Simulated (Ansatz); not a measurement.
`F[B]1[NH][GeH2]1` and `FB1N[SiH2]1` differ in one element.

Ansatz, PBE0-D4/def2-TZVP geometries, multiplicity 1. 

Scalar relativity is left out up to krypton.

| property | `F[B]1[NH][GeH2]1` |
| --- | --- |
| HOMO–LUMO gap (PBE0/def2-TZVPP) / eV | 6.71 |
| HOMO–LUMO gap (B3LYP/def2-TZVPP) / eV | 6.27 |
| LUMO energy (ωB97M-V/def2-TZVPP) / eV | 1.10 |
| HOMO–LUMO gap (ωB97M-V/def2-TZVPP) / eV | 10.56 |
| HOMO energy (PBE/def2-TZVPP) / eV | -6.24 |
| size of the dipole moment (B3LYP/def2-TZVPP) / D | 1.45 |

Problem. Give the same properties after the change, and the shifts. (An estimate is asked.)

Solution. Computed: 
| property | `FB1N[SiH2]1` | shift |
| --- | --- | --- |
| HOMO–LUMO gap (PBE0/def2-TZVPP) / eV | 6.89 | 0.18 |
| HOMO–LUMO gap (B3LYP/def2-TZVPP) / eV | 6.47 | 0.20 |
| LUMO energy (ωB97M-V/def2-TZVPP) / eV | 1.19 | 0.09 |
| HOMO–LUMO gap (ωB97M-V/def2-TZVPP) / eV | 10.68 | 0.12 |
| HOMO energy (PBE/def2-TZVPP) / eV | -6.21 | 0.03 |
| size of the dipole moment (B3LYP/def2-TZVPP) / D | 1.70 | 0.25 |

Dipoles are sizes alone; their direction can turn.

B3LYP here is the variant with VWN-RPA as its local correlation; programs differ in this.
